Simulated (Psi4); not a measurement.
A dimer, HBr ··· H3B (SMILES Br and B), singlet; the first 2 atoms form monomer A.

```
6

Br     0.7124     0.0000     0.0000
H     -0.7124     0.0000     0.0000
B      1.0972     1.7437     3.5448
H      0.2140     0.9662     3.7176
H      1.5406     2.3539     4.4643
H      1.5365     1.9116     2.4524
```

Problem. What interaction energy does SAPT0/jun-cc-pVDZ, frozen core run with Psi4 give, and which attractive term is the largest?

Solution. Total 2.35 kJ/mol: electrostatics -1.69, exchange 7.33, induction -0.54, dispersion -2.76. The most attractive term is dispersion.
